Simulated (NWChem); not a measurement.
System meant: CH₆N₂Si₂; SMILES N[Si@H]1N=C[SiH2]1

Here is an NWChem input.

```
start job
memory heap 200 mb stack 900 mb global 1100 mb
geometry units angstroms noautosym nocenter noautoz
  N      0.450862    -2.171502     0.522667
  Si    -0.062668    -0.803874    -0.374868
  N     -1.536790     0.110277     0.157592
  C     -1.109281     1.318883     0.257221
  Si     0.799346     1.347616     0.000826
  H      0.156588    -3.107084     0.267920
  H      0.703692    -2.108393     1.501432
  H     -0.271378    -1.279232    -1.773465
  H     -1.816203     2.140759     0.488713
  H      1.539339     1.593774     1.282484
  H      1.383018     2.264263    -1.032893
end
basis spherical
  N library def2-svp
  Si library def2-svp
  C library def2-svp
  H library def2-svp
end
dft
  xc m06-2x
  iterations 150
end
property
  shielding
end
task dft property
```

End of the output:

```
 Vector   30  Occ=0.000000D+00  E= 4.584364D-02
              MO Center=  3.6D-01, -3.0D-01,  1.3D-01, r^2= 5.6D+00
   Bfn.  Coefficient  Atom+Function         Bfn.  Coefficient  Atom+Function
  ----- ------------  ---------------      ----- ------------  ---------------
     3      0.891339   1 N  s                73     -0.710405   5 Si pz
    27     -0.638720   2 Si pz              105     -0.593692  11 H  s
    80     -0.449293   6 H  s                90     -0.419038   8 H  s
   100      0.410893  10 H  s                85     -0.313275   7 H  s
    71      0.278911   5 Si px               55      0.233842   4 C  pz

 center of mass
 --------------
 x =  -0.11484655 y =   0.03104046 z =   0.05349701

 moments of inertia (a.u.)
 ------------------
         719.364866993047           6.843196209404           5.059242712971
           6.843196209404         335.093301916333          14.819632458572
           5.059242712971          14.819632458572         930.867368715230

     Multipole analysis of the density
     ---------------------------------

     L   x y z        total         alpha         beta         nuclear
     -   - - -        -----         -----         ----         -------
     0   0 0 0     -0.000000    -27.000000    -27.000000     54.000000

     1   1 0 0      0.584881      2.417092      2.417092     -4.249302
     1   0 1 0     -0.300808     -0.718454     -0.718454      1.136099
     1   0 0 1      0.238293     -1.584198     -1.584198      3.406688

     2   2 0 0    -37.957519    -94.886391    -94.886391    151.815263
     2   1 1 0     -0.776232      1.321864      1.321864     -3.419960
     2   1 0 1      0.781954      0.715496      0.715496     -0.649038
     2   0 2 0    -28.808870   -203.648199   -203.648199    378.487529
     2   0 1 1     -1.159442      3.939770      3.939770     -9.038981
     2   0 0 2    -33.095491    -39.531459    -39.531459     45.967428

          -----------------------------------------
          Chemical Shielding Tensors (GIAO, in ppm)
          -----------------------------------------

 ------------------------------------------------------------------------
  xm06: d2 not coded                    0
 ------------------------------------------------------------------------
 ------------------------------------------------------------------------
  current input line :
    29: task dft property
 ------------------------------------------------------------------------
 ------------------------------------------------------------------------
 This error has not yet been assigned to a category
 ------------------------------------------------------------------------
 For more information see the NWChem manual at https://nwchemgit.github.io

0: xm06: d2 not coded:Received an Error in Communication
```

**Question.** Find the fault in this run and fix the input.

**Answer.** The run crashed. Cause: this functional's second derivatives, which shieldings need, aren't coded here; the fix takes a hybrid GGA instead. This input runs:
```
start job
memory heap 200 mb stack 900 mb global 1100 mb
geometry units angstroms noautosym nocenter noautoz
  N      0.450862    -2.171502     0.522667
  Si    -0.062668    -0.803874    -0.374868
  N     -1.536790     0.110277     0.157592
  C     -1.109281     1.318883     0.257221
  Si     0.799346     1.347616     0.000826
  H      0.156588    -3.107084     0.267920
  H      0.703692    -2.108393     1.501432
  H     -0.271378    -1.279232    -1.773465
  H     -1.816203     2.140759     0.488713
  H      1.539339     1.593774     1.282484
  H      1.383018     2.264263    -1.032893
end
basis spherical
  N library def2-svp
  Si library def2-svp
  C library def2-svp
  H library def2-svp
end
dft
  xc pbe0
  iterations 150
end
property
  shielding
end
task dft property
```
It converges to -729.48021 Ha (PBE0/def2-SVP, GIAO).
